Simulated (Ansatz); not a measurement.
Conformers of F$_{2}$H$_{2}$HfSe$_{2}$ (`[F][Hf]([F])([SeH])[SeH]`), each relaxed with PBE0-D4/def2-TZVP in Ansatz. CBS adds the triple-zeta coupled-cluster correction to the MP2 limit.

Elements past krypton have def2 core potentials. Outer-core shells of Hf, Se are correlated without core-valence functions. Scalar relativity is left out up to krypton. Spin–orbit coupling is left out.

Not all of them had a frequency check.

Conformer A:

Cartesian coordinates in Å:
```
F 1.570 1.387 -0.154
Hf 0.088 0.272 0.211
F -0.856 0.827 1.751
Se 1.004 -2.115 0.477
Se -1.593 0.280 -1.734
H 2.346 -1.546 0.256
H -2.559 0.894 -0.806
```

Conformer B:

Z-matrix (Å, degrees):
```
Hf
F 1 1.891
Se 1 2.563 2 112.0
F 1 1.889 2 110.6 3 -121.2
Se 1 2.571 2 108.6 3 116.9
H 3 1.475 1 87.0 2 39.1
H 5 1.475 1 89.1 2 44.7
```

(1) Which is lowest in electronic energy at CCSD(T)/CBS (frozen core, def2 sets), and by how much? (An estimate is asked.)

(2) Give the energies relative to B (kJ/mol) with PBE0-D4/def2-TZVPP, B2PLYP/def2-TZVPP, PBE0/def2-TZVPP, HF/def2-TZVPP, MP2/def2-TZVPP, CCSD(T)/def2-TZVPP, SCS-MP2/def2-QZVPP. (An estimate is asked.)

## Answers

(1) The calculation gave: B; A lies 1.0 kJ/mol higher. Gaps under about 2 kJ/mol don't settle the order.

(2) Computed: 
```tsv
level	A
PBE0-D4/def2-TZVPP	0.9
B2PLYP/def2-TZVPP	1.1
PBE0/def2-TZVPP	0.7
HF/def2-TZVPP	1.1
MP2/def2-TZVPP	1.0
CCSD(T)/def2-TZVPP	1.0
SCS-MP2/def2-QZVPP	1.1
```
